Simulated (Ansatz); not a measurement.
C5H11Cl3Si (`CC(C)(C)C[Si](Cl)(Cl)Cl`). The species carries charge 0 and has multiplicity 1. Geometry: relaxed with PBE0-D4/def2-TZVP. It is one conformer, not always the lowest.

```xyz
20

C    -0.011    1.636   -0.297
C    -0.267    0.144   -0.490
C    -1.647   -0.211    0.056
C    -0.231   -0.174   -1.985
C     0.832   -0.702    0.178
Si    1.201   -0.686    1.996
Cl   -0.351   -1.318    3.163
Cl    1.805    1.131    2.705
Cl    2.747   -1.992    2.291
H    -0.737    2.218   -0.870
H    -0.099    1.932    0.750
H     0.989    1.915   -0.641
H    -2.420    0.317   -0.507
H    -1.844   -1.284   -0.028
H    -1.753    0.066    1.106
H     0.742    0.075   -2.418
H    -0.993    0.400   -2.518
H    -0.420   -1.235   -2.167
H     1.801   -0.468   -0.284
H     0.656   -1.764   -0.040
```

(1) What is the dipole moment at B3LYP/def2-TZVPP? (Estimate.)

(2) And with PBE, r2SCAN, ωB97M-V? (Best estimate.)

(3) Give the Mulliken charges with B3LYP, ωB97M-V, PBE in def2-TZVPP. (An estimate is asked.)

Results:

(1) Ansatz gave: 2.33 D, with components (-0.78, 0.28, -2.17) D in this frame, pointing from negative to positive charge.

(2) The calculation gave: PBE 2.28 D, r2SCAN 2.37 D, ωB97M-V 2.30 D.

(3) Ansatz gave: 
```tsv
atom	B3LYP	ωB97M-V	PBE
C1	-0.28	-0.32	-0.27
C2	0.21	-0.05	0.23
C3	-0.28	-0.32	-0.27
C4	-0.28	-0.30	-0.27
C5	-0.28	-0.36	-0.28
Si6	0.64	0.56	0.54
Cl7	-0.21	-0.17	-0.18
Cl8	-0.21	-0.17	-0.18
Cl9	-0.22	-0.18	-0.19
H10	0.08	0.11	0.08
H11	0.08	0.11	0.07
H12	0.08	0.12	0.08
H13	0.08	0.11	0.08
H14	0.08	0.12	0.08
H15	0.08	0.11	0.07
H16	0.08	0.11	0.08
H17	0.08	0.11	0.08
H18	0.08	0.11	0.08
H19	0.10	0.14	0.10
H20	0.10	0.14	0.10
```

B3LYP here is the variant with VWN-RPA as its local correlation; programs differ in this.
